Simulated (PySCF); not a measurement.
C₂H₁₁NSi₂, singlet, at a GFN2-xTB geometry; DF-CAMB3LYP/6-31G (PySCF).

Input for PySCF:
```python
from pyscf import gto, scf, dft

mol = gto.M(
    atom='''
Si   -2.33920697    0.40696831   -0.19435199
C    -1.07782044    0.06309123    1.18326422
C     0.35919076    0.48010764    0.86460279
Si    1.22920263   -0.56398299   -0.47654695
N     2.92643326   -0.27738911   -0.62092688
H    -3.68236232    0.13472088    0.32767948
H    -2.09047974   -0.44592645   -1.35701599
H    -2.26047480    1.81661749   -0.58990887
H    -1.40668039    0.58861709    2.08565423
H    -1.09263539   -1.00062512    1.43205087
H     0.36594253    1.53508750    0.57680823
H     0.95026771    0.41917847    1.78551879
H     0.69353611   -0.25493790   -1.80234174
H     1.12277895   -1.98222236   -0.12292729
H     3.52784249   -0.51538932    0.15108739
H     3.23907114    0.58561560   -1.03473370
''',
    basis='6-31g',
    verbose=4,
    max_memory=1800,
)

mf = dft.RKS(mol)
mf.xc = 'camb3lyp'
mf = mf.density_fit(auxbasis='def2-universal-jkfit')
mf.kernel()
```

It wrote (shortened):

```
PySCF version 2.14.0

[INPUT] verbose = 4
[INPUT] num. atoms = 16
[INPUT] num. electrons = 58
[INPUT] charge = 0
[INPUT] spin (= nelec alpha-beta = 2S) = 0
[INPUT] symmetry False subgroup None
[INPUT] Mole.unit = angstrom
[INPUT] Symbol           X                Y                Z      unit          X                Y                Z       unit  Magmom
[INPUT]  1 Si    -2.339206970000   0.406968310000  -0.194351990000 AA   -4.420460521974   0.769058647277  -0.367272032864 Bohr   0.0
[INPUT]  2 C     -1.077820440000   0.063091230000   1.183264220000 AA   -2.036785443058   0.119225145562   2.236045308797 Bohr   0.0
[INPUT]  3 C      0.359190760000   0.480107640000   0.864602790000 AA    0.678772162874   0.907271949911   1.633862479635 Bohr   0.0
[INPUT]  4 Si     1.229202630000  -0.563982990000  -0.476546950000 AA    2.322856322295  -1.065773390013  -0.900543220997 Bohr   0.0
[INPUT]  5 N      2.926433260000  -0.277389110000  -0.620926880000 AA    5.530157383218  -0.524189447837  -1.173381746581 Bohr   0.0
[INPUT]  6 H     -3.682362320000   0.134720880000   0.327679480000 AA   -6.958656276218   0.254585566460   0.619224473840 Bohr   0.0
[INPUT]  7 H     -2.090479740000  -0.445926450000  -1.357015990000 AA   -3.950434177552  -0.842678862200  -2.564388567756 Bohr   0.0
[INPUT]  8 H     -2.260474800000   1.816617490000  -0.589908870000 AA   -4.271678283481   3.432909529195  -1.114766202752 Bohr   0.0
[INPUT]  9 H     -1.406680390000   0.588617090000   2.085654230000 AA   -2.658240681896   1.112325092338   3.941315285241 Bohr   0.0
[INPUT] 10 H     -1.092635390000  -1.000625120000   1.432050870000 AA   -2.064781641107  -1.890907430160   2.706183940745 Bohr   0.0
[INPUT] 11 H      0.365942530000   1.535087500000   0.576808230000 AA    0.691531159030   2.900894952243   1.090009581095 Bohr   0.0
[INPUT] 12 H      0.950267710000   0.419178470000   1.785518790000 AA    1.795745716918   0.792132505614   3.374141503365 Bohr   0.0
[INPUT] 13 H      0.693536110000  -0.254937900000  -1.802341740000 AA    1.310593305396  -0.481762809772  -3.405932271472 Bohr   0.0
[INPUT] 14 H      1.122778950000  -1.982222360000  -0.122927290000 AA    2.121744713927  -3.745857378389  -0.232298911335 Bohr   0.0
[INPUT] 15 H      3.527842490000  -0.515389320000   0.151087390000 AA    6.666656116704  -0.973944662326   0.285513787975 Bohr   0.0
[INPUT] 16 H      3.239071140000   0.585615600000  -1.034733700000 AA    6.120957352583   1.106653098273  -1.955363304858 Bohr   0.0

nuclear repulsion = 289.367671133534
number of shells = 51
number of NR pGTOs = 202
number of NR cGTOs = 75
basis = 6-31g
ecp = {}

******** <class 'pyscf.df.df_jk.DFRKS'> ********
method = DFRKS
initial guess = minao
damping factor = 0
level_shift factor = 0
DIIS = <class 'pyscf.scf.diis.CDIIS'>
diis_start_cycle = 1
diis_space = 8
diis_damp = 0
SCF conv_tol = 1e-09
SCF conv_tol_grad = None
SCF max_cycles = 50
direct_scf = False
XC library pyscf.dft.libxc version 7.1.2
    S. Lehtola, C. Steigemann, M. J. T. Oliveira, and M. A. L. Marques,  SoftwareX 7, 1–5 (2018)
XC functionals = camb3lyp
    T. Yanai, D. P. Tew, and N. C. Handy,  Chem. Phys. Lett. 393, 51 (2004)
radial grids:
    Treutler-Ahlrichs [JCP 102, 346 (1995); DOI:10.1063/1.469408] (M4) radial grids

becke partition: Becke, JCP 88, 2547 (1988); DOI:10.1063/1.454033
pruning grids: <function nwchem_prune>
grids dens level: 3
symmetrized grids: False
atomic radii adjust function: <function treutler_atomic_radii_adjust>
small_rho_cutoff = 0
Set gradient conv threshold to 3.16228e-05
Initial guess from minao.
tot grids = 188392
******** <class 'pyscf.df.df.DF'> ********
auxbasis = def2-universal-jkfit
Create RSH-DF object <pyscf.df.df.DF object> for omega=0.33
******** <class 'pyscf.df.df.DF'> ********
auxbasis = auxmol.basis = def2-universal-jkfit
init E= -716.573251656314
  HOMO = -0.294380440493885  LUMO = 0.0131987822895507  gap/eV = 8.36966
cycle= 1 E= -716.305575830955  delta_E= 0.268  |g|= 0.445  |ddm|=  3.3
  HOMO = -0.218512702373148  LUMO = 0.080016583503679  gap/eV = 8.12340
cycle= 2 E= -716.309411979266  delta_E= -0.00384  |g|= 0.45  |ddm|= 0.81
  HOMO = -0.300141420843993  LUMO = 0.0703242241866129  gap/eV = 10.08088
cycle= 3 E= -716.35532880223  delta_E= -0.0459  |g|= 0.0339  |ddm|= 0.389
  HOMO = -0.293369994522765  LUMO = 0.0723129443789121  gap/eV = 9.95074
cycle= 4 E= -716.355537002974  delta_E= -0.000208  |g|= 0.0207  |ddm|= 0.0547
  HOMO = -0.294303873139923  LUMO = 0.0727122711008181  gap/eV = 9.98702
cycle= 5 E= -716.355646022425  delta_E= -0.000109  |g|= 0.00228  |ddm|= 0.0217
  HOMO = -0.294656144138205  LUMO = 0.0724550146797025  gap/eV = 9.98960
cycle= 6 E= -716.355647814521  delta_E= -1.79e-06  |g|= 0.000417  |ddm|= 0.0044
  HOMO = -0.294655793173556  LUMO = 0.0725067895835738  gap/eV = 9.99100
cycle= 7 E= -716.355647884266  delta_E= -6.97e-08  |g|= 0.000123  |ddm|= 0.001
  HOMO = -0.29464759696044  LUMO = 0.0725018807696181  gap/eV = 9.99065
cycle= 8 E= -716.355647889331  delta_E= -5.07e-09  |g|= 4.32e-05  |ddm|= 0.000226
  HOMO = -0.294649118946233  LUMO = 0.0725003320107425  gap/eV = 9.99065
cycle= 9 E= -716.355647890193  delta_E= -8.61e-10  |g|= 7.83e-06  |ddm|= 0.000116
  HOMO = -0.294648311943838  LUMO = 0.0725012541027121  gap/eV = 9.99065
Extra cycle  E= -716.355647890244  delta_E= -5.12e-11  |g|= 4.28e-06  |ddm|= 3.45e-05
converged SCF energy = -716.355647890244
```
